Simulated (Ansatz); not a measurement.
`[SiH3][SiH]1B[SiH2]1` + `C[Te]B(O)O` → `C[SiH]1B[SiH2]1` + `OB(O)[Te][SiH3]`  (redistribution)

Isolated molecules relaxed with PBE0-D4/def2-TZVP in Ansatz; ΔE leaves out vibrations. CCSD(T)/CBS is the MP2 limit (def2-TZVPP, def2-QZVPP) plus CCSD(T) − MP2 in def2-TZVPP, frozen cores. DFT in def2-TZVPP. B3LYP here is the variant with VWN-RPA as its local correlation; programs differ in this. Elements past krypton have def2 core potentials. For Te outer-core shells are correlated without core-valence functions, which leaves a few kJ/mol of doubt a bond. One conformer a species, not always the lowest.

```csv
level,ΔE (kcal/mol)
r2SCANh-D4,-19.3
B3LYP,-18.9
SCS-MP2/def2-TZVPP,-19.1
CCSD/def2-TZVPP,-18.1
```

(1) What does CCSD(T)/CBS give? (An estimate is asked.)

Largest T1 diagnostic among the species: 0.016.

Results:

(1) Computed: -18.0 kcal/mol. The listed levels differ from it by -1.3, -0.9, -1.1, -0.1 kcal/mol.

From PBE to PBE0 (25 % exact exchange), in def2-TZVPP and without D4, ΔE moves by −0.9 kcal/mol. At CCSD(T), def2-SVP lies −0.7 kcal/mol from the extrapolated value and def2-TZVPP +0.3 kcal/mol. Leaving LDA and LC-ωPBE aside and taking each functional with its dispersion term where it has one, the values, not all of them listed here, spread over 2.9 kcal/mol, from ωB97M-V to revPBE-D4. LDA lies −1.7 kcal/mol from PBE without D4.
